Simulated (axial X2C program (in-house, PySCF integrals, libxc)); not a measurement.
**Worked dissociation energy of FeP: PBE0, without spin–orbit coupling**

Calculated with an in-house relativistic program for diatomic molecules. Spin-free means the one-electron spin-free X2C Hamiltonian. Basis: Fe dyall-cv3z [9s10p6d3f2g], P dyall-v3z [8s7p2d1f] (cores contracted in-house); Gaussian nuclei, density fitting, unrestricted open shells. Masses: Fe 55.935 u, P 30.974 u.

Molecular state: M_S = 1/2, Λ = 2 (beyond evenly filled blocks: δ+α, δ+β, δ-α).

| Property | Result |
| --- | --- |
| E(Fe) (2M_S = 4, M_L = 0) | -1272.422897 hartree |
| E(P) (2M_S = 3, M_L = 0) | -341.969706 hartree |
| E(FeP) at Re | -1614.450074 hartree |
| ωe | 356.8 cm⁻¹ |
| ωexe | 1.62 cm⁻¹ |

Problem. Work out De and D0.

Solution. De = -1272.422897 + (-341.969706) − (-1614.450074) = 0.05747 hartree = 1.564 eV. The zero-point energy is ωe/2 − ωexe/4 = 178 cm⁻¹ = 0.022 eV, so D0 = 1.542 eV.

One determinant describes the state; a PBE0 search over occupations chose it and may have missed a lower one. De is counted from the lowest determinant-based energies of the atoms at the same level, without counterpoise correction. PBE0 can misorder states that lie within some tenths of an eV, so this need not be the ground state of the molecule. The nearest other spin-free determinant of the search, M_S = 3/2, Λ = 1, lies 0.03 eV up at the distance of the search. Without a current term, density functionals place determinants with orbital angular momentum somewhat too high. The determinant is spin-polarised beyond a pure state at some levels (its spin-free form has ⟨S²⟩ too high), which makes Re and μ there less reliable.

Each atomic determinant is the lowest at this level and need not be a pure term. Totals compare only within one Hamiltonian and basis.
